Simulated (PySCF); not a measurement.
Two species compared at the same levels of theory.

First species: C5H7ClOSi2.
Numbering: `[O:1]=[CH:2][C:3]#[C:4][C@@H:5]1[SiH2:6][C@H:7]1[SiH2:8][Cl:9]` (hydrogens: H10 on C2; H11 on C5; H12, H13 on Si6; H14 on C7; H15, H16 on Si8)

Geometry (GFN2-xTB, Å), atoms numbered from 1 in this order:
```xyz
16
C5H7ClOSi2 angstrom
O      4.6324    0.2902   -1.2530
C      3.8166    0.4900   -0.3833
C      2.4222    0.2961   -0.4832
C      1.2296    0.1063   -0.6016
C     -0.1612   -0.0429   -0.6750
Si    -1.2981    1.4830   -0.4194
C     -0.9679   -0.0380    0.6505
Si    -2.1421   -1.4822    0.9619
Cl    -3.3338   -1.6833   -0.6586
H      4.1208    0.8644    0.6189
H     -0.4859   -0.7556   -1.4249
H     -2.4808    1.5328   -1.2557
H     -0.6398    2.7185   -0.0394
H     -0.3272    0.1558    1.5070
H     -1.4096   -2.7357    1.1269
H     -2.9829   -1.1904    2.1200
```

Second species: C5H7ClOSi2.
Structure used (GFN2-xTB), in Å, numbered top down from 1:
```
atom  x, y, z in Å
C1    -3.1888    0.3137   -2.2974
C2    -2.5323    0.4885   -1.3057
Si3   -1.5139    0.7854    0.2101
C4     0.3117    0.9895   -0.2252
C5     1.0794   -0.0013    0.2373
C6     2.5463   -0.0802    0.0042
Cl7    3.4050   -0.1924    1.5718
Si8    0.1139   -1.3010    1.2306
O9    -1.3641   -0.6188    1.0578
H10   -3.7637    0.1518   -3.1643
H11   -2.0907    1.7714    1.1153
H12    0.7211    1.8069   -0.8041
H13    2.8109   -0.9849   -0.5461
H14    2.9392    0.7980   -0.5117
H15    0.4199   -1.3184    2.6531
H16    0.0985   -2.5991    0.5654
```

Levels: PBE0/pcSseg-1 for dipole moment, HOMO energy, LUMO energy and HOMO–LUMO gap; GFN2-xTB for rotational constant A and rotational constant C. Geometries: GFN2-xTB. Each species is one conformer at its optimised geometry, gas phase, non-relativistic unless stated. Electronic properties by PySCF.

Dipoles, sizes and rotational constants follow the conformer. The torsions of the flexible species, by atom-mapped SMILES:
- `[O:1]=[CH:2][C:3]#[C:4][C@@H:5]1[SiH2:6][C@H:7]1[SiH2:8][Cl:9]`: Si6–C7–Si8–Cl9 29°
- `[CH:1]#[C:2][Si@@H:3]1[CH:4]=[C:5]([CH2:6][Cl:7])[SiH2:8][O:9]1`: C4–C5–C6–Cl7 124°

Which of the two has the higher dipole moment, and by how much?

The first: 5.07 D against 2.51 D, a difference of 2.56 D.

Which of the two has the higher HOMO energy, and by how much?

The first: -7.23 eV against -8.19 eV, a difference of 0.96 eV.

Which of the two has the higher rotational constant A, and by how much?

The second: 2.453 GHz against 2.100 GHz, a difference of 0.353 GHz.

Which has the higher rotational constant C?

The second: 0.462 GHz against 0.350 GHz, a difference of 0.112 GHz.

Which has the higher HOMO–LUMO gap?

The second: 7.05 eV against 5.47 eV, a difference of 1.58 eV.

Which has the higher LUMO energy?

The second: -1.14 eV against -1.76 eV, a difference of 0.62 eV.

On the first: In atomic units the dipole is 2.00 e·bohr (1 au = 2.5417 D).

On the second: In atomic units the dipole is 0.99 e·bohr (1 au = 2.5417 D). A dipole of 2.51 D is allowed in C1, and pure rotational transitions are dipole-allowed.
